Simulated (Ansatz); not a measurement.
Spectroscopic constants of InI, closed-shell singlet (the spin of the measured ground state). No spin–orbit coupling.

D_e counts from the fitted minimum to each atom's lowest state at the same level, without counterpoise. The singlet is restricted.

Correlated levels freeze the inner cores; with def2 sets outer-core shells near the valence are correlated too. CBS(a, b) extrapolates the correlation energy as X⁻³ and adds the Hartree–Fock energy of set b.

Programs: Ansatz (a quantum-chemistry and plane-wave program).  In def2 rows elements past Kr take small-core potentials, without spin–orbit coupling.

```csv
level,bond energy D_e (kcal/mol)
SVWN5/def2-TZVPP,98.67
PBE/def2-TZVPP,86.57
B3LYP/def2-TZVPP,82.11
PBE0/def2-TZVPP,84.56
CAM-B3LYP/def2-TZVPP,81.03
B2PLYP/def2-TZVPP,83.73
CCSD/def2-QZVPP,82.71
CCSD(T)/def2-QZVPP,86.13
"CCSD(T)/CBS(def2-TZVPP, def2-QZVPP)",[?]
```

Question: What belongs in the gaps?

Answer: 
- CCSD(T)/CBS(def2-TZVPP, def2-QZVPP), bond energy D_e (kcal/mol): 88.81
